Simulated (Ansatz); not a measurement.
Ansatz (a program for electronic structure) input (B3LYP/6-31G* with LANL2DZ past Ar): The .json file joins the Basis Set Exchange's 6-31G* for atoms up to Ar and LANL2DZ past it.

Ansatz 0.2 input:
```yaml
crystal:
  periodic: [false, false, false]
  atoms:
    - {symbol: Nb, position_ang: [0.17428934, -0.15224642, 0.18598114]}
    - {symbol: O, position_ang: [0.60975955, 0.55477321, -1.33176531]}
    - {symbol: O, position_ang: [-1.50299242, 0.22548970, 0.37861199]}
basis:
  gaussian:
    orbitals: 6-31Gs+LANL2DZ.json
hamiltonian:
  xc: {name: B3LYP}
magnetization: {spin_polarized: true, initial_magnetization: 1}
phonons: {temperatures: {t_min: 298.15, t_max: 298.15, t_step: 100}}
```

Output:

```
Functional definition: B3LYP
integrals: 0.01 GiB planned
601 factors; integrals over basis functions are off by at most 3.1e-4 eV
mean field: 0.20 GiB planned
mean field evaluation 1: about -5609.5716 eV, gradient 6.7e1 eV
mean field evaluation 2: about -5281.2008 eV, gradient 2.2e2 eV
mean field evaluation 4: about -5626.2335 eV, gradient 9.8e0 eV
mean field evaluation 8: about -5626.7373 eV, gradient 4.2e-1 eV
mean field evaluation 16: about -5626.7407 eV, gradient 6.2e-4 eV
mean field -5626.74072500 eV, -206.7789077019 hartree, gradient 1.9e-5 eV, S^2 0.755952; 2 other end points of the search recorded, 0 dependent functions left out
the calculation of the forces begins
reference -5626.74095148 eV, -206.7789160248 hartree; 15, 14 occupied and 37, 38 virtual orbitals, 601 factors
these checks for a lower state are left out or cut short: stability, starts, cluster_reference, orbital_swaps, neighbouring_geometries, increment
integrals: 0.01 GiB planned
601 factors; integrals over basis functions are off by at most 3.1e-4 eV
mean field: 0.20 GiB planned
mean field evaluation 32: about -5626.7406 eV, gradient 2.3e-6 eV
mean field -5626.74062168 eV, -206.7789039051 hartree, gradient 1.7e-6 eV, S^2 0.755994; 0 other end points of the search recorded, 0 dependent functions left out
the calculation of the forces begins
reference -5626.74084821 eV, -206.7789122298 hartree; 15, 14 occupied and 37, 38 virtual orbitals, 601 factors
these checks for a lower state are left out or cut short: stability, starts, cluster_reference, orbital_swaps, neighbouring_geometries, increment
integrals: 0.01 GiB planned
601 factors; integrals over basis functions are off by at most 3.1e-4 eV
mean field: 0.20 GiB planned
mean field -5626.74060908 eV, -206.7789034419 hartree, gradient 1.4e-6 eV, S^2 0.755912; 0 other end points of the search recorded, 0 dependent functions left out
the calculation of the forces begins
reference -5626.74083551 eV, -206.7789117632 hartree; 15, 14 occupied and 37, 38 virtual orbitals, 601 factors
these checks for a lower state are left out or cut short: stability, starts, cluster_reference, orbital_swaps, neighbouring_geometries, increment
integrals: 0.01 GiB planned
601 factors; integrals over basis functions are off by at most 3.1e-4 eV
mean field: 0.20 GiB planned
mean field -5626.74058605 eV, -206.7789025956 hartree, gradient 1.4e-6 eV, S^2 0.756009; 0 other end points of the search recorded, 0 dependent functions left out
the calculation of the forces begins
reference -5626.74081261 eV, -206.7789109216 hartree; 15, 14 occupied and 37, 38 virtual orbitals, 601 factors
these checks for a lower state are left out or cut short: stability, starts, cluster_reference, orbital_swaps, neighbouring_geometries, increment
integrals: 0.01 GiB planned
601 factors; integrals over basis functions are off by at most 3.1e-4 eV
mean field: 0.20 GiB planned
mean field -5626.74057971 eV, -206.7789023628 hartree, gradient 1.8e-6 eV, S^2 0.755897; 0 other end points of the search recorded, 0 dependent functions left out
the calculation of the forces begins
reference -5626.74080611 eV, -206.7789106828 hartree; 15, 14 occupied and 37, 38 virtual orbitals, 601 factors
these checks for a lower state are left out or cut short: stability, starts, cluster_reference, orbital_swaps, neighbouring_geometries, increment
integrals: 0.01 GiB planned
601 factors; integrals over basis functions are off by at most 3.1e-4 eV
mean field: 0.20 GiB planned
mean field -5626.74071254 eV, -206.7789072441 hartree, gradient 2.4e-6 eV, S^2 0.755962; 0 other end points of the search recorded, 0 dependent functions left out
the calculation of the forces begins
reference -5626.74093905 eV, -206.7789155681 hartree; 15, 14 occupied and 37, 38 virtual orbitals, 601 factors
these checks for a lower state are left out or cut short: stability, starts, cluster_reference, orbital_swaps, neighbouring_geometries, increment
integrals: 0.01 GiB planned
601 factors; integrals over basis functions are off by at most 3.1e-4 eV
mean field: 0.20 GiB planned
mean field evaluation 64: about -5626.7407 eV, gradient 1.3e-4 eV
mean field -5626.74071990 eV, -206.7789075143 hartree, gradient 1.8e-6 eV, S^2 0.755942; 0 other end points of the search recorded, 0 dependent functions left out
the calculation of the forces begins
reference -5626.74094635 eV, -206.7789158363 hartree; 15, 14 occupied and 37, 38 virtual orbitals, 601 factors
Total energy: -5626.74095148 eV, -206.7789160248 hartree
Atom 0 at     0.174289    -0.152246     0.185981 Å, force     0.002452    -0.002142     0.002616 eV/Å
Atom 1 at     0.609760     0.554773    -1.331765 Å, force    -0.001998     0.000951    -0.000683 eV/Å
Atom 2 at    -1.502992     0.225490     0.378612 Å, force    -0.000454     0.001191    -0.001933 eV/Å
Dipole moment:     0.624746    -0.545732     0.666656 e Å
Vibrations: 344.82 960.25 1002.13 cm⁻¹, zero-point energy 0.143028 eV
```

The blocks after the first are displaced geometries, from whose forces the wavenumbers follow.
